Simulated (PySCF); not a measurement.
## Stretching KZn

Set-up: K pcseg-1, Zn pcseg-1; no relativity (PySCF 2.14). Energies in eV from K + Zn in their ground configurations at the same level. State: ²Σ⁺ (doublet), unpaired electrons σ ↑.

All columns are revPBE. A positive dipole means K(−)Zn(+).

| R (Å) | E (eV) | μ (D) | Mulliken charge on K (basis-dependent) | HOMO (eV) | LUMO (eV) | Mayer bond order | ⟨S²⟩ |
| --- | --- | --- | --- | --- | --- | --- | --- |
| 3.364 | 0.008 | -0.06 | -0.07 | -2.32 | -1.71 | 0.27 | 0.75 |
| 3.520 | -0.026 | -0.12 | -0.06 | -2.35 | -1.72 | 0.24 | 0.75 |
| 3.676 | -0.044 | -0.16 | -0.05 | -2.37 | -1.73 | 0.20 | 0.75 |
| 3.794 | -0.050 | -0.17 | -0.04 | -2.38 | -1.74 | 0.18 | 0.75 |
| 3.911 | -0.052 | -0.17 | -0.03 | -2.40 | -1.74 | 0.16 | 0.75 |
| 4.028 | -0.051 | -0.17 | -0.03 | -2.41 | -1.74 | 0.14 | 0.75 |
| 4.185 | -0.048 | -0.15 | -0.02 | -2.42 | -1.74 | 0.11 | 0.75 |
| 4.380 | -0.041 | -0.13 | -0.02 | -2.44 | -1.74 | 0.09 | 0.75 |
| 4.615 | -0.033 | -0.09 | -0.01 | -2.45 | -1.72 | 0.06 | 0.75 |
| 4.928 | -0.023 | -0.04 | -0.01 | -2.46 | -1.70 | 0.04 | 0.75 |

A fit through these points gives, at Re = 3.931 Å, μ = -0.17 D and dμ/dR = 0.0234 D/Å; the reduced mass is 24.21 u.

**Question.** How strong is the fundamental in the double-harmonic approximation, I = 42.26·(dμ/dR)²/μred km/mol?

**Answer.** I = 42.26·(0.0234)²/24.21 = 0.000956 km/mol at revPBE.

The bond is weak. Basis-set superposition, not corrected here, can be much of De in a small basis, most of all at correlated wavefunction levels. Functionals without a dispersion term scatter widely for such bonds, and LDA overbinds them. The state is the lowest determinant that a PBE0 search found; another state may lie lower at other levels.
